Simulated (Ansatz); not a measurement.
Reactions of C2H7NSi (`CN(C)[SiH]`).

Computed with Ansatz on PBE0-D4/def2-TZVP structures; ΔE is electronic, products minus reactants. CCSD(T)/CBS is the MP2 limit (def2-TZVPP, def2-QZVPP) plus CCSD(T) − MP2 in def2-TZVPP, frozen cores. This one scheme is used for every species, atoms too. No spin–orbit coupling; open shells (•) take unrestricted orbitals. Spin–orbit coupling would lower the free atoms: a little for C, Si.

Problem. Order these by ΔE at CCSD(T)/CBS, lowest first. (An estimate is asked.)
A. `CN(C)[SiH]` → `CN1C[SiH2]1`
B. `CN(C)[SiH]` → `C[N]C`• + `[SiH]`•
C. `CN(C)[SiH]` + CH₃SH → `CS[SiH]` + `CNC`
D. `CN(C)[SiH]` → 2 C• + 7 H• + N• + Si•
E. `CN(C)[SiH]` + H–F → `F[SiH]` + `CNC`
F. `CN(C)[SiH]` → `[SiH2]` + `C=NC`
G. `CN(C)[SiH]` + H₂S → `[SiH]S` + `CNC`
H. `CN(C)[SiH]` + `O[SiH3]` → `[SiH]O[SiH3]` + `CNC`

Solution. E (-4.9 kcal/mol), H (-2.0 kcal/mol), C (+0.4 kcal/mol), G (+2.3 kcal/mol), A (+10.5 kcal/mol), F (+59.4 kcal/mol), B (+102.0 kcal/mol), D (+943.2 kcal/mol).

Largest T1 diagnostic: 0.034, for `[SiH]`•, so its coupled-cluster energy is less sure.
